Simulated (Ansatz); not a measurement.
```yaml
crystal:
  periodic: [false, false, false]
  atoms:
    - {symbol: Cu, position_ang: [-1.311488, -0.866681, -0.783028]}
    - {symbol: Cu, position_ang: [-0.743389, 1.569563, -0.194754]}
    - {symbol: Cu, position_ang: [1.423966, 0.627634, 0.813543]}
    - {symbol: Cu, position_ang: [-0.693909, -0.280973, 1.613532]}
    - {symbol: Cu, position_ang: [0.809617, 0.034564, -1.583644]}
    - {symbol: Te, position_ang: [-0.101469, 2.118316, 2.203786]}
    - {symbol: Te, position_ang: [-1.347285, 0.933610, -2.581713]}
    - {symbol: Te, position_ang: [2.262651, -1.519786, -0.221070]}
    - {symbol: Te, position_ang: [-0.298672, -2.616246, 0.733348]}
basis:
  gaussian: {orbitals: def2-TZVPD, initial_orbitals: start.molden}
total_charge: -1
hamiltonian: {xc: pbe0, dispersion: d4}
scf: {omitted_lower_state_checks: [starts]}
output: {forces: true, orbitals: {seedname: orbitals}}
```

The file start.molden holds the orbitals of an earlier run on this structure, at another level or in another basis.

```sh
$ ansatz run in.yaml --threads 4 --pin off --events-out ev --progress --plain --max-ram 6963MiB
```

**Question.** Does this run fit into the memory that it is given?

**Answer.** No. It has 476 basis functions, and Ansatz plans for 9 GiB where 7 GiB are given.
